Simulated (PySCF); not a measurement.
C₄H₃ClF₂, SMILES C=C(F)/C(Cl)=C\F.

Geometry optimised at B3LYP-D3(BJ)/def2-SVP. The structure was generated by enumeration; whether it is a known compound was not checked. Other conformers were not sampled.

Calculation: PBE/def2-TZVP run with PySCF.

Isolated molecule, no solvent.

Computed frontier levels, gap, dipole moment and polarisability:
```yaml
highest_occupied_level: -6.00 eV
lowest_empty_level: -2.31 eV
orbital_gap: 3.69 eV
dipole_moment: 1.01 D
quadrupole, principal values (traceless, Buckingham form, about the centre of nuclear charge): -4.76, -2.91, 7.67 D·Å
mean_static_polarisability: 65.7 bohr³ (9.74 Å³)
polarisability_principal_values: 37.6, 66.0, 93.5 bohr³
```
